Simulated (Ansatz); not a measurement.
Compare A (`CC1[SiH2]C1=O`) with its isomer B (`COC#C[SiH3]`).

Program: Ansatz. Geometries: PBE0-D4/def2-TZVP. ΔE: electronic, gas phase. CCSD(T)/CBS adds triple-zeta CCSD(T) − MP2 to the extrapolated MP2 energy (def2 sets, frozen cores). Functionals use def2-TZVPP. B3LYP here is the variant with VWN-RPA as its local correlation; programs differ in this.

(1) Which isomer does CCSD(T)/CBS put lower? Give the gap. (Estimate.)

(2) Give E(B) − E(A) in kcal/mol with B3LYP, B2PLYP, MP2/def2-TZVPP, PBE0-D4, ωB97M-V, CCSD(T)/def2-TZVPP, HF/def2-TZVPP. (An estimate is asked.)

Largest T1 diagnostic: 0.016.

## Answers

(1) Computed: A, by 7.7 kcal/mol.

(2) Computed: B3LYP 6.6, B2PLYP 6.3, MP2/def2-TZVPP 7.1, PBE0-D4 13.8, ωB97M-V 9.4, CCSD(T)/def2-TZVPP 7.5, HF/def2-TZVPP -4.4. The order is the other way round with HF/def2-TZVPP.

In def2-TZVPP, CCSD(T) changes the Hartree–Fock value by +11.9 kcal/mol (the triples alone add +1.7 kcal/mol) and MP2 by +11.5 kcal/mol. The D4 term adds +1.3 kcal/mol with B3LYP and +0.7 kcal/mol with PBE0; it sums over pairs of atoms, weighted by their polarisabilities, and B3LYP, whose exchange is more repulsive, gets the larger term.
